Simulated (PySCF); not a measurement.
Structure problem from calculated spectra and properties.

Formula: C2H6GeO.

| Quantity | Value |
| --- | --- |
| 1H NMR | chemical shifts (computed TMS as zero) by class: 4.15 (3 H), 2.44 (3 H) ppm [GIAO PBE/pcSseg-2] |
| 13C NMR | chemical shifts (computed TMS as zero) by class: 242.0 (1 C), 43.7 (1 C) ppm [GIAO PBE/pcSseg-2] |
| Couplings | largest of the computed one-bond spin–spin couplings (means over like bonds): 13C–1H +135.2 (×3), 17O–13C +40.5, 13C–13C +34.8 Hz [B3LYP/pcJ-1 (pcSseg-1 on Ge), spin–dipole term left out] |
| Dipole | 2.66 D [CAM-B3LYP/def2-SVPD] |
| Polarisability | 61.5 au [CAM-B3LYP/def2-SVPD] |
| NMR, other nuclei | isotropic shieldings of nuclei other than C and H, by class: -461 (1 O), 1579 (1 Ge) ppm [GIAO PBE/pcSseg-2] |
| UV, first state | lowest singlet excitation: 3.68 eV (337 nm, f = 0.001) [TDDFT CAM-B3LYP/def2-SVPD] |
| Rotational structure | rotational constants A, B, C: 9.254, 2.721, 2.189 GHz [PBE0-D3(BJ)/def2-SVP] |

The electronic properties come from PySCF, for the isolated species, density fitting. Levels stand in brackets. Isolated species at its PBE0-D3(BJ)/def2-SVP geometry, gas phase. Relativistic effects, spin–orbit coupling among them, are left out although an element past zinc is present. NMR classes are plain means over equivalent atoms (diastereotopic ones count apart unless rotation or inversion swaps them), as if these changed places fast.

Q: What is the compound? Reason from the data.

A: Numbering: `[CH3:1][C:2](=[O:3])[GeH3:4]`. 2 carbons fall into 2 classes; from least to most shielded: carbonyl carbon [C2] (242.0 ppm), methyl carbon next to a carbonyl [C1] (43.7 ppm). Hydrogen classes from least to most shielded: 3 H on a germanium bonded to C and 3 H, Ge4 (4.15 ppm, a mean of values up to 0.8 ppm apart in this geometry), 3 H on a methyl carbon next to a carbonyl, C1 (2.44 ppm, a mean of values up to 0.5 ppm apart in this geometry). The other shieldings belong to: -461 ppm, carbonyl oxygen [O3]; 1579 ppm, germanium bonded to C and 3 H [Ge4]. The couplings run between: +135.2 Hz, methyl carbon next to a carbonyl [C1] and its hydrogen (with 2 like pairs); +40.5 Hz, carbonyl oxygen [O3] and carbonyl carbon [C2]; +34.8 Hz, methyl carbon next to a carbonyl [C1] and carbonyl carbon [C2]. By its constants the optimised geometry is an asymmetric top. Structure: `C[C](=O)[GeH3]`. Computed isomers that give other values at the same levels: `C=C[O][GeH3]` (rotational constant A: 13.525 GHz; this holds for the one conformer computed); `[CH3][GeH2][CH]=O` (lowest singlet excitation: 3.29 eV (377 nm, f = 0.001)). The assignments are read from this structure; whether some other isomer fits the data as well wasn't checked. NMR values of atoms bound to Ge lack the spin–orbit term that these neighbours bring.
